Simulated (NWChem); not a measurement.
C$_{2}$H$_{6}$OSi; SMILES O=CC[SiH3]

```xyz
10

O     -0.4665     2.1116    -0.2183
C      0.1600     1.2862     0.3912
C      0.8021     0.0805    -0.2172
Si    -0.2492    -1.4904     0.0030
H      0.2802     1.3675     1.5049
H      1.7740    -0.1193     0.2645
H      0.9469     0.2448    -1.2967
H     -1.5448    -1.3444    -0.7205
H     -0.5173    -1.7221     1.4545
H      0.5083    -2.6534    -0.5463
```
Atoms are numbered in this order, from 1.

Program: NWChem. Pople sets run with spherical d functions. The geometry was optimised at PBE0/def2-SVP. Total energies compare along this basis series because the functional is fixed.

```tsv
level	basis functions	energy (Ha)	highest occupied level (eV)	orbital gap (eV)	dipole (D)	relative time
PBE0/STO-3G	30	-438.8883	-4.19	7.02	1.85	1
PBE0/3-21G	52	-441.8187	-7.07	6.74	2.47	1
PBE0/6-31G*	72	-444.1951	-7.24	6.75	2.60	3
PBE0/6-31+G*	88	-444.2039	-7.54	6.63	2.91	5
PBE0/6-311G**	116	-444.2654	-7.39	6.67	2.65	6
PBE0/6-311++G**	138	-444.2703	-7.55	6.57	2.90	10
```

Relative times are rough (shared machine, one core).
